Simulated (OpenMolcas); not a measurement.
Re5+ among 4 point charges of -2.5 e arranged as a square (D4h), 1.9 Å from the ion.
```
   1.9000    0.0000    0.0000  -2.50
   0.0000    1.9000    0.0000  -2.50
  -1.9000    0.0000    0.0000  -2.50
   0.0000   -1.9000    0.0000  -2.50
```

| Item | Value |
| --- | --- |
| Program | OpenMolcas 26.06 |
| Method | SS-CASPT2, IPEA 0.25 Eh, imaginary shift 0.1 Eh (closed shells correlated: 5s 5p) |
| Basis | ANO-RCC-VDZP [7s6p4d2f1g] |
| Scalar Hamiltonian | DKH2, point nucleus |
| Active space | 2 electrons in 5 orbitals (5d) |
| State averaging | 2S+1 = 3 even, 10 roots; 2S+1 = 1 even, 15 roots |
| Spin-orbit coupling | state interaction with AMFI integrals over the reference wave functions |

Question: What is the spin-free ground state (labels of D4, the rotations of D4h)?

Answer: 3E, 2-fold in its orbital part, 54 % from free-ion F terms; it has the highest spin that d2 allows.

Question: Where is the first state of the same spin?

Answer: 3A2 at 8850 cm-1 above the ground state.

Question: What are the lowest two levels with spin-orbit coupling?

Answer: A 1-fold level A1, then a 2-fold level E 5510 cm-1 above it. Their leading multiplicities are 3 (77 %) and 3 (100 %).

Question: What is χT at 300 K?

Answer: 0.03 cm3 K/mol.

Spin-orbit coupling mixes the spin-free states strongly: the lowest level takes only 69 % from its leading state, 3E. An orbital doublet at a regular site is open to a Jahn-Teller distortion, which this geometry leaves out. Free-ion shares, where given, are those of the reference states; single-state CASPT2 does not remix them. Point charges carry no covalency, so the field is a model and not that of real ligands. No measured value stands beside these numbers.
